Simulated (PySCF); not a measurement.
Circular dichroism: `C#C[C@@H]1[C](=C)[GeH2][C@@]1(F)Cl`, C6H6ClFGe

Geometry (Å), atoms numbered from 1 in this order:
```xyz
15

C     2.499   -1.180   -0.277
C     1.393   -0.804   -0.535
C     0.043   -0.342   -0.787
C    -0.171    0.976   -0.057
C     0.116    2.187   -0.490
Ge   -1.024    0.121    1.502
C    -0.969   -1.208   -0.010
F    -0.615   -2.514    0.123
Cl   -2.551   -1.154   -0.827
H     3.475   -1.514   -0.086
H    -0.140   -0.303   -1.865
H     0.556    2.356   -1.462
H    -0.074    3.062    0.110
H    -2.405    0.511    1.954
H    -0.137   -0.185    2.684
```

The calculation used PySCF, TDDFT BHandHLYP/def2-SVPD circular dichroism and optical rotation, one conformer, gas phase. Geometry: GFN2-xTB.

The calculation is non-relativistic, which matters for the atoms heavier than Zn.

(1) What are the CIP labels of the stereocentres?

(2) Which excitations and rotatory strengths does the calculation give?

## Answers

(1) C3 R, C7 S.

(2) Rotatory strengths R in 10⁻⁴⁰ esu² cm², velocity form and length form (origin at the centre of mass); f in length form.
```
state  E (eV)  λ (nm)      f  R (velocity)  R (length)                                    main
    1    5.98     207  0.016         +49.6       +50.2        HOMO→LUMO 0.66, HOMO−2→LUMO 0.10
    2    6.38     194  0.009         -17.6       -17.1    HOMO−1→LUMO 0.37, HOMO−1→LUMO+3 0.09
    3    6.46     192  0.005         -13.8       -14.0      HOMO−2→LUMO 0.17, HOMO→LUMO+1 0.16
    4    6.59     188  0.040          +0.8        +1.2      HOMO−1→LUMO 0.20, HOMO→LUMO+1 0.18
    5    6.66     186  0.032         +29.1       +28.4      HOMO→LUMO+1 0.26, HOMO−2→LUMO 0.17
    6    6.76     183  0.037          -2.0        -1.2    HOMO−2→LUMO+1 0.18, HOMO−2→LUMO 0.16
    7    6.92     179  0.289         +20.1       +18.9        HOMO−3→LUMO 0.28, HOMO→LUMO 0.16
    8    7.08     175  0.029          -3.4        -3.2  HOMO−1→LUMO+1 0.26, HOMO−3→LUMO+1 0.10
    9    7.25     171  0.007          -8.3        -8.9  HOMO−1→LUMO+3 0.22, HOMO−2→LUMO+1 0.18
   10    7.36     168  0.030         -62.9       -63.0  HOMO−2→LUMO+1 0.13, HOMO−1→LUMO+3 0.11
   11    7.61     163  0.009         +42.8       +42.0      HOMO→LUMO+2 0.67, HOMO→LUMO+3 0.10
   12    7.65     162  0.009          +3.2        +3.6      HOMO−3→LUMO 0.19, HOMO−4→LUMO 0.14
```

Among the states computed, the strongest CD band (largest |R|) is state 10. The largest dissymmetry factor in size, g = 4R/(D+G), with D and G the electric and magnetic dipole strengths, is +0.052 for state 11 (velocity form, f = 0.010), among bands with |R| over 0.5. The mirror image has the same energies and oscillator strengths and all R with the opposite sign.
